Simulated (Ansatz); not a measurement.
`F[C@@H]1[AlH][Si@@H]1F`, charge 0, multiplicity 1.

Q: Give a relaxed structure at PBE0-D4/def2-TZVP (the Gaussian-basis code of Ansatz). (Estimate.)

A: Ansatz gave: 
Z-matrix (Å, degrees):
```
C
Al 1 1.949
Si 1 1.884 2 76.8
F 1 1.366 2 143.0 3 -145.9
H 1 1.135 2 87.8 3 93.3
H 2 1.583 1 145.2 3 167.3
F 3 1.610 1 114.7 2 -97.7
H 3 1.490 1 121.0 2 135.5
```
